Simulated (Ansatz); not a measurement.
Wavefunction ladder for C$_{2}$H$_{4}$OSTeZn

```xyz
10

S    -0.607    1.738   -0.656
C    -0.689    0.457    0.359
Te   -2.144    0.439    1.836
C     0.258   -0.716    0.262
O     1.188   -0.666   -0.709
Zn    1.325    0.761   -1.887
H    -1.662   -1.038    2.429
H    -0.400   -1.604    0.171
H     0.706   -0.803    1.272
H     2.025    1.432   -3.078
```

Charge 0, multiplicity 1. For Zn the d shell is correlated and the shells below it are frozen. Correlated methods include outer-core shells of Te, which these sets cover unevenly. Scalar relativity is left out up to krypton. Te: def2 effective core potential. The bonds changed during the relaxation, so this is another structure than the one it started from. Geometry: relaxed with PBE0-D4/def2-TZVP. It is one conformer, not always the lowest. Frozen core, restricted reference, the Gaussian-basis code of Ansatz.

```json
{"basis": "def2-SVP", "HF (Eh)": "-2594.73179", "MP2 corr.": "-1.01186", "CCSD corr.": "-1.03175", "(T)": "-0.03690", "CCSD(T) total": "-2595.80044"}
{"basis": "def2-TZVPP", "HF (Eh)": "-2595.30774", "MP2 corr.": "-1.71624", "CCSD corr.": "-1.67013", "(T)": "-0.06603", "CCSD(T) total": "-2597.04390"}
{"basis": "def2-QZVPP", "HF (Eh)": "-2595.37006", "MP2 corr.": "-1.96781", "CCSD corr.": "–", "(T)": "–", "CCSD(T) total": "–"}
```
